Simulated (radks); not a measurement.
Neutral rhenium inside a hard spherical wall (all orbitals vanish at R), configuration held at [Xe] 4f14 5d5 6s2 and not refilled when levels cross. Method: scalar-relativistic Kohn-Sham, LDA (Slater exchange, Perdew-Wang correlation), spin-polarised, spherical densities, point nucleus; open shells are filled with parallel spins first (spin-orbit coupling, left out, can overturn this in heavy ions); computed with a radial shooting solver on a logarithmic mesh with Libxc functionals. Eigenvalues in eV for spin up, with the zero of energy where the potential of the charges vanishes at infinity; a dash marks a level that is unbound or too diffuse for the functional's potential to be trusted. A positive occupied level is held by the wall or, in an anion where self-interaction has pushed it up, behind a barrier. The pressure on the wall is -dE/dV.

| R (bohr) | E (hartree) | kinetic (hartree) | e(5p) | e(4f) | e(6s) | e(5d) | e(6p, empty) | e(7s, empty) | pressure (GPa) |
|---|---|---|---|---|---|---|---|---|---|
| free | -16682.7230 | 18434.916 | -47.952 | -42.401 | -6.741 | -6.497 | -1.682 | -0.055 | 0 |
| 20 | -16682.7230 | 18434.916 | -47.952 | -42.401 | -6.741 | -6.497 | -1.682 | 0.040 | < 0.0001 |
| 15 | -16682.7230 | 18434.916 | -47.952 | -42.401 | -6.741 | -6.497 | -1.680 | 0.254 | < 0.0001 |
| 12 | -16682.7230 | 18434.916 | -47.949 | -42.398 | -6.739 | -6.495 | -1.662 | 0.707 | 0.000453 |
| 10 | -16682.7227 | 18434.919 | -47.930 | -42.379 | -6.722 | -6.476 | -1.591 | 1.533 | 0.00800 |
| 7 | -16682.7116 | 18435.009 | -47.502 | -41.943 | -6.349 | -6.085 | -0.721 | 6.344 | 0.677 |
| 3.5 | -16681.5750 | 18439.982 | -37.189 | -30.319 | 8.520 | 4.134 | 21.483 | 70.966 | 330 |
| 3 | -16680.1944 | 18445.326 | -30.788 | -22.596 | 22.396 | 11.660 | 40.091 | 115.32 | 1090 |
| 2.5 | -16676.5645 | 18458.944 | -18.764 | -8.240 | 53.808 | 26.996 | 79.535 | 201.39 | 4410 |
| 2 | -16665.2338 | 18499.174 | 9.185 | 21.691 | 134.41 | 63.612 | 173.64 | 390.34 | 23400 |
| 1.5 | -16620.3507 | 18644.754 | 97.431 | 94.981 | 379.36 | 174.48 | 442.41 | 889.08 | 185000 |
